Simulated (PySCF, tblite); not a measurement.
Isomers of C3H4O2SSi, one GFN2-xTB conformer each. Single-point energies are computed at PBE0/pcSseg-1 (PySCF, gas phase, no added dispersion term), electronic only.

```json
{"SMILES": "O=c1occ([SiH3])s1", "GFN2-xTB relative energy (kcal/mol)": "0.0"}
{"SMILES": "O=C1CS[SiH2]C1=O", "GFN2-xTB relative energy (kcal/mol)": "20.6"}
{"SMILES": "O=C=C(C=O)S[SiH3]", "GFN2-xTB relative energy (kcal/mol)": "15.5"}
```

Conformers: `[O:1]=[C:2]1[CH2:3][S:4][SiH2:5][C:6]1=[O:7]` with O1–C2–C3–S4 -120°, C2–C3–S4–Si5 -29°, C3–S4–Si5–C6 3°, S4–Si5–C6–O7 -152°; `[O:1]=[C:2]=[C:3]([CH:4]=[O:5])[S:6][SiH3:7]` with C2–C3–C4–O5 180°, C2–C3–S6–Si7 180°.

What does PBE0/pcSseg-1 give for the same structures?

```
           SMILES  PBE0/pcSseg-1 E (Eh)  PBE0/pcSseg-1 (kcal/mol)  GFN2-xTB (kcal/mol)  point group
O=c1occ([SiH3])s1            -954.23576                       0.0                  0.0           Cs
 O=C1CS[SiH2]C1=O            -954.22765                       5.1                 20.6           C1
O=C=C(C=O)S[SiH3]            -954.21230                      14.7                 15.5           Cs
```

Both levels put the same isomer lowest; measured from each level's own lowest isomer, the values differ by up to 15.5 kcal/mol (O=C1CS[SiH2]C1=O: 20.6 against 5.1). As drawn, the lowest has an Si–C bond, which the highest lacks.

Which frontier levels, dipoles and rotational constants go with these structures?

| SMILES | HOMO (eV, PBE0/pcSseg-1) | LUMO (eV) | dipole (D) | A, B, C (MHz) |
| --- | --- | --- | --- | --- |
| O=c1occ([SiH3])s1 | -7.12 | -0.79 | 4.47 | 4955, 1168, 955.7 |
| O=C1CS[SiH2]C1=O | -6.96 | -2.72 | 2.44 | 2476, 1851, 1207 |
| O=C=C(C=O)S[SiH3] | -6.66 | -2.53 | 2.43 | 3656, 1232, 933.1 |

What happens when harmonic zero-point energies from GFN2-xTB frequencies are added?

| SMILES | ZPE (kcal/mol) | electronic (kcal/mol) | with ZPE (kcal/mol) |
| --- | --- | --- | --- |
| O=c1occ([SiH3])s1 | 37.6 | 0.0 | 0.0 |
| O=C1CS[SiH2]C1=O | 39.1 | 5.1 | 6.6 |
| O=C=C(C=O)S[SiH3] | 37.1 | 14.7 | 14.3 |

The zero-point energies span 2.0 kcal/mol. The order is unchanged.

As an exercise, what shares would exp(−E/RT) give at 2000 K from these electronic energies alone (no entropy, no degeneracies)?

RT = 3.974 kcal/mol: O=c1occ([SiH3])s1 76.8 %, O=C1CS[SiH2]C1=O 21.3 %, O=C=C(C=O)S[SiH3] 1.9 %.
